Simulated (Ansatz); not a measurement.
Relaxation of BFH₆NPSi (11 atoms, charge 0, multiplicity 1), to a largest force component of 0.02 eV/Å in at most 50 steps.

Computed with RKS B3LYP/cc-pVDZ in Ansatz 0.2.0.

```xyz
11
Properties=species:S:1:pos:R:3:forces:R:3
B -0.510 2.083 -0.491 -1.20 1.60 -0.74
P -0.158 0.409 -1.288 0.53 0.20 -1.76
Si -0.203 -0.656 0.632 2.08 -1.00 1.51
N 0.591 -2.284 0.423 -5.37 0.19 0.32
F -1.753 -0.790 1.189 0.24 -0.14 -0.26
H -1.425 2.807 -0.957 0.53 -0.74 0.54
H 0.142 2.560 0.371 0.41 0.14 0.41
H 1.321 0.645 -1.294 -0.90 -0.46 0.46
H 0.643 0.098 1.669 -0.58 -0.40 -0.28
H 1.480 -2.167 0.061 2.56 0.13 -1.29
H -0.061 -2.763 -0.294 1.70 0.47 1.10
```

Problem. Where does it end, and by what steps?

Solution. The run converged. After 24 steps the energy has fallen by 1.114 eV; H7 moved furthest, 1.54 Å.

```json
{"step": "0", "energy less start (eV)": "0.0000", "largest force component (eV/Å)": "5.372", "accepted": "yes"}
{"step": "1", "energy less start (eV)": "-0.4743", "largest force component (eV/Å)": "1.181", "accepted": "yes"}
{"step": "2", "energy less start (eV)": "-0.5960", "largest force component (eV/Å)": "0.897", "accepted": "yes"}
{"step": "3", "energy less start (eV)": "-0.6988", "largest force component (eV/Å)": "0.371", "accepted": "yes"}
{"step": "4", "energy less start (eV)": "-0.7609", "largest force component (eV/Å)": "0.637", "accepted": "yes"}
{"step": "5", "energy less start (eV)": "-0.8390", "largest force component (eV/Å)": "0.503", "accepted": "yes"}
{"step": "6", "energy less start (eV)": "-0.8972", "largest force component (eV/Å)": "0.272", "accepted": "yes"}
{"step": "7", "energy less start (eV)": "-0.9222", "largest force component (eV/Å)": "0.529", "accepted": "yes"}
{"step": "8", "energy less start (eV)": "-0.9946", "largest force component (eV/Å)": "0.293", "accepted": "yes"}
{"step": "9", "energy less start (eV)": "-1.0136", "largest force component (eV/Å)": "0.514", "accepted": "yes"}
{"step": "10", "energy less start (eV)": "-1.0353", "largest force component (eV/Å)": "0.275", "accepted": "yes"}
{"step": "11", "energy less start (eV)": "-1.0536", "largest force component (eV/Å)": "0.366", "accepted": "yes"}
{"step": "12", "energy less start (eV)": "-1.0590", "largest force component (eV/Å)": "0.312", "accepted": "yes"}
{"step": "13", "energy less start (eV)": "-1.0729", "largest force component (eV/Å)": "0.312", "accepted": "yes"}
{"step": "14", "energy less start (eV)": "-1.0961", "largest force component (eV/Å)": "0.653", "accepted": "yes"}
{"step": "15", "energy less start (eV)": "-1.0814", "largest force component (eV/Å)": "0.508", "accepted": "no"}
{"step": "16", "energy less start (eV)": "-1.1097", "largest force component (eV/Å)": "0.152", "accepted": "yes"}
{"step": "17", "energy less start (eV)": "-1.1075", "largest force component (eV/Å)": "0.103", "accepted": "no"}
{"step": "18", "energy less start (eV)": "-1.1118", "largest force component (eV/Å)": "0.299", "accepted": "yes"}
{"step": "19", "energy less start (eV)": "-1.1124", "largest force component (eV/Å)": "0.203", "accepted": "yes"}
{"step": "20", "energy less start (eV)": "-1.1133", "largest force component (eV/Å)": "0.129", "accepted": "yes"}
{"step": "21", "energy less start (eV)": "-1.1140", "largest force component (eV/Å)": "0.036", "accepted": "yes"}
{"step": "22", "energy less start (eV)": "-1.1139", "largest force component (eV/Å)": "0.043", "accepted": "no"}
{"step": "23", "energy less start (eV)": "-1.1143", "largest force component (eV/Å)": "0.022", "accepted": "yes"}
{"step": "24", "energy less start (eV)": "-1.1143", "largest force component (eV/Å)": "0.013", "accepted": "yes"}
```

```xyz
11
Properties=species:S:1:pos:R:3
B -0.571 2.315 -0.588
P 0.142 0.671 -1.119
Si -0.015 -0.706 0.655
N 0.576 -2.250 0.169
F -1.631 -0.662 1.030
H -1.621 2.322 -0.002
H -0.051 3.340 -0.944
H 1.546 0.873 -1.257
H 0.711 -0.329 1.897
H 0.742 -2.966 0.874
H 0.235 -2.667 -0.694
```

The run took 2.8 min on 2 threads of Arm Neoverse N1, on a shared host, peak memory 0.24 GiB.
